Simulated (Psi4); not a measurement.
C₄H₉O₂ (SMILES CO[CH]C(C)O), doublet, geometry from GFN2-xTB; MP2/STO-3G (Psi4).

Psi4 was given this input:
```
memory 2 GB

molecule mol {
0 2
C     2.560771   -0.833823   -0.051875
O     1.358743   -0.355855   -0.594208
C     0.304581   -0.283187    0.272123
C    -0.918376    0.407503   -0.205623
C    -2.157575   -0.490249   -0.068609
O    -1.082284    1.596949    0.564564
H     2.452626   -1.865111    0.303523
H     2.895492   -0.207511    0.782350
H     3.299187   -0.801871   -0.851401
H     0.494071   -0.371881    1.328929
H    -0.771882    0.666322   -1.265817
H    -3.043779    0.023694   -0.438265
H    -2.308602   -0.747500    0.976974
H    -2.018850   -1.402482   -0.641181
H    -1.946344    1.976120    0.365941
}

set {
  basis sto-3g
  reference uhf
}

energy('mp2')
print_variables()
```

It wrote (shortened):

```
    SCF Algorithm Type (re)set to DF.

   => Loading Basis Set <=

    Name: STO-3G
    Role: ORBITAL
    Keyword: BASIS

         ---------------------------------------------------------
                                   SCF
               by Justin Turney, Rob Parrish, Andy Simmonett
                          and Daniel G. A. Smith
                              UHF Reference
         ---------------------------------------------------------

  ==> Geometry <==

    Molecular point group: c1
    Full point group: C1

    Geometry (in Angstrom), charge = 0, multiplicity = 2:

       Center              X                  Y                   Z               Mass
    ------------   -----------------  -----------------  -----------------  -----------------
         C            2.550224765415    -0.864168034602    -0.045626219395    12.000000000000
         O            1.348196765415    -0.386200034602    -0.587959219395    15.994914619570
         C            0.294034765415    -0.313532034602     0.278371780605    12.000000000000
         C           -0.928922234585     0.377157965398    -0.199374219395    12.000000000000
         C           -2.168121234585    -0.520594034602    -0.062360219395    12.000000000000
         O           -1.092830234585     1.566603965398     0.570812780605    15.994914619570
         H            2.442079765415    -1.895456034602     0.309771780605     1.007825032230
         H            2.884945765415    -0.237856034602     0.788598780605     1.007825032230
         H            3.288640765415    -0.832216034602    -0.845152219395     1.007825032230
         H            0.483524765415    -0.402226034602     1.335177780605     1.007825032230
         H           -0.782428234585     0.635976965398    -1.259568219395     1.007825032230
         H           -3.054325234585    -0.006651034602    -0.432016219395     1.007825032230
         H           -2.319148234585    -0.777845034602     0.983222780605     1.007825032230
         H           -2.029396234585    -1.432827034602    -0.634932219395     1.007825032230
         H           -1.956890234585     1.945774965398     0.372189780605     1.007825032230

  Running in c1 symmetry.

  Rotational constants: A =      0.25791  B =      0.06054  C =      0.05333 [cm^-1]
  Rotational constants: A =   7731.91400  B =   1814.92663  C =   1598.86577 [MHz]
  Nuclear repulsion =  247.023236527405771

  Charge       = 0
  Multiplicity = 2
  Electrons    = 49
  Nalpha       = 25
  Nbeta        = 24

  ==> Algorithm <==

  SCF Algorithm Type is DF.
  DIIS enabled.
  MOM disabled.
  Fractional occupation disabled.
  Guess Type is SAD.
  Energy threshold   = 1.00e-08
  Density threshold  = 1.00e-08
  Integral threshold = 1.00e-12

  ==> Primary Basis <==

  Basis Set: STO-3G
    Blend: STO-3G
    Number of shells: 27
    Number of basis functions: 39
    Number of Cartesian functions: 39
    Spherical Harmonics?: true
    Max angular momentum: 1

   => Loading Basis Set <=

    Name: (STO-3G AUX)
    Role: JKFIT
    Keyword: DF_BASIS_SCF

  ==> Integral Setup <==

  SCF_SUBTYPE=INCORE selected. In-core MEM_DF algorithm will be used.
  Using in-core AOs.

  ==> MemDFJK: Density-Fitted J/K Matrices <==

    J tasked:                   Yes
    K tasked:                   Yes
    wK tasked:                   No
    Algorithm:                 Core
    Schwarz Cutoff:           1E-12
    Mask sparsity (%):       1.3149
    Fitting Condition:        1E-10

   => Auxiliary Basis Set <=

  Basis Set: (STO-3G AUX)
    Blend: DEF2-UNIVERSAL-JKFIT
    Number of shells: 204
    Number of basis functions: 616
    Number of Cartesian functions: 722
    Spherical Harmonics?: true
    Max angular momentum: 4

  Minimum eigenvalue in the overlap matrix is 2.0871705927E-01.
  Reciprocal condition number of the overlap matrix is 8.5321215765E-02.
    Using symmetric orthogonalization.

  ==> Pre-Iterations <==

  SCF Guess: Superposition of Atomic Densities via on-the-fly atomic UHF (no occupation information).

   -------------------------
    Irrep   Nso     Nmo
   -------------------------
     A         39      39
   -------------------------
    Total      39      39
   -------------------------

  ==> Iterations <==

                           Total Energy        Delta E     RMS |[F,P]|

   @DF-UHF iter SAD:  -297.83106282463075   -2.97831e+02   0.00000e+00
   @DF-UHF iter   1:  -302.38931204566666   -4.55825e+00   9.12281e-03 ADIIS/DIIS
   @DF-UHF iter   2:  -302.47980021808803   -9.04882e-02   2.43397e-03 ADIIS/DIIS
   @DF-UHF iter   3:  -302.48678360348691   -6.98339e-03   8.14946e-04 ADIIS/DIIS
   @DF-UHF iter   4:  -302.48832829400669   -1.54469e-03   3.36109e-04 ADIIS/DIIS
   @DF-UHF iter   5:  -302.48871705219727   -3.88758e-04   1.72092e-04 ADIIS/DIIS
   @DF-UHF iter   6:  -302.48883085612931   -1.13804e-04   3.89185e-05 DIIS
   @DF-UHF iter   7:  -302.48883473039263   -3.87426e-06   1.87584e-05 DIIS
   @DF-UHF iter   8:  -302.48883580060800   -1.07022e-06   7.98050e-06 DIIS
   @DF-UHF iter   9:  -302.48883602659123   -2.25983e-07   2.56451e-06 DIIS
   @DF-UHF iter  10:  -302.48883604818832   -2.15971e-08   1.04248e-06 DIIS
   @DF-UHF iter  11:  -302.48883605173796   -3.54964e-09   4.04290e-07 DIIS
   @DF-UHF iter  12:  -302.48883605226035   -5.22391e-10   1.47280e-07 DIIS
   @DF-UHF iter  13:  -302.48883605232936   -6.90079e-11   3.70175e-08 DIIS
   @DF-UHF iter  14:  -302.48883605233294   -3.58114e-12   1.48101e-08 DIIS
   @DF-UHF iter  15:  -302.48883605233397   -1.02318e-12   6.44488e-09 DIIS
  Energy and wave function converged.

  ==> Post-Iterations <==

   @Spin Contamination Metric:   1.094791568E-02
   @S^2 Expected:                7.500000000E-01
   @S^2 Observed:                7.609479157E-01
   @S   Expected:                5.000000000E-01
   @S   Observed:                5.000000000E-01

    Orbital Energies [Eh]
    ---------------------

    Alpha Occupied:

[...]
      25A     -0.245160

    Alpha Virtual:

[...]
    Beta Occupied:

[...]
    Beta Virtual:

[...]
    Final Occupation by Irrep:
              A
    DOCC [    24 ]
    SOCC [     1 ]
    NA   [    25 ]
    NB   [    24 ]

  @DF-UHF Final Energy:  -302.48883605233397

   => Energetics <=

    Nuclear Repulsion Energy =            247.0232365274057713
    One-Electron Energy =                -905.0767767616550827
    Two-Electron Energy =                 355.5647041819153742
    Total Energy =                       -302.4888360523339657

  UHF NO Occupations:
  HONO-2 :   23  A 1.9989310
  HONO-1 :   24  A 1.9970557
  HONO-0 :   25  A 1.0000000
  LUNO+0 :   26  A 0.0029443
  LUNO+1 :   27  A 0.0010690
  LUNO+2 :   28  A 0.0009495
  LUNO+3 :   29  A 0.0003610

Computation Completed

Properties will be evaluated at   0.000000,   0.000000,   0.000000 [a0]

Properties computed using the SCF density matrix

 Multipole Moments:

 ------------------------------------------------------------------------------------
     Multipole            Electronic (a.u.)      Nuclear  (a.u.)        Total (a.u.)
 ------------------------------------------------------------------------------------

 L = 1.  Multiply by 2.5417464519 to convert [e a0] to [Debye]
 Dipole X            :          0.7971372           -0.9765509           -0.1794138
 Dipole Y            :          2.4739582           -2.8098540           -0.3358958
 Dipole Z            :         -0.5150621            0.5786100            0.0635479
 Magnitude           :                                                    0.3860746

 ------------------------------------------------------------------------------------

  //>>>>>>>>>>>>>>>>>>>>>>>>>>>>>>>>>>>//
  //               DFMP2               //
  //<<<<<<<<<<<<<<<<<<<<<<<<<<<<<<<<<<<//

   => Loading Basis Set <=

    Name: (STO-3G AUX)
    Role: RIFIT
    Keyword: DF_BASIS_MP2

	 --------------------------------------------------------
	                          DF-MP2
	      2nd-Order Density-Fitted Moller-Plesset Theory

	        Rob Parrish, Justin Turney, Andy Simmonett,
	           Ed Hohenstein, and C. David Sherrill
	 --------------------------------------------------------

	 --------------------------------------------------------
	                 NBF =    39, NAUX =   414
	 --------------------------------------------------------
	   CLASS    FOCC     OCC    AOCC    AVIR     VIR    FVIR
	   ALPHA       0      25      25      14      14       0
	    BETA       0      24      24      15      15       0
	 --------------------------------------------------------

	-----------------------------------------------------------
	 ==================> DF-MP2 Energies <====================
	-----------------------------------------------------------
	 Reference Energy          =    -302.4888360523339657 [Eh]
	 Singles Energy            =      -0.0000000000000000 [Eh]
	 Same-Spin Energy          =      -0.0323090807917949 [Eh]
	 Opposite-Spin Energy      =      -0.2276809250873169 [Eh]
	 Correlation Energy        =      -0.2599900058791118 [Eh]
	 Total Energy              =    -302.7488260582130692 [Eh]
	-----------------------------------------------------------
	 ================> DF-SCS-MP2 Energies <==================
	-----------------------------------------------------------
	 SCS Same-Spin Scale       =       0.3333333333333333 [-]
	 SCS Opposite-Spin Scale   =       1.2000000000000000 [-]
	 SCS Same-Spin Energy      =      -0.0107696935972650 [Eh]
	 SCS Opposite-Spin Energy  =      -0.2732171101047802 [Eh]
	 SCS Correlation Energy    =      -0.2839868037020452 [Eh]
	 SCS Total Energy          =    -302.7728228560359867 [Eh]
	-----------------------------------------------------------

  Variable Map:
  ----------------------------------------------------------------------------
[...]
  Array Variable Map:
  ----------------------------------------------------------------------------
[...]
[...]
```
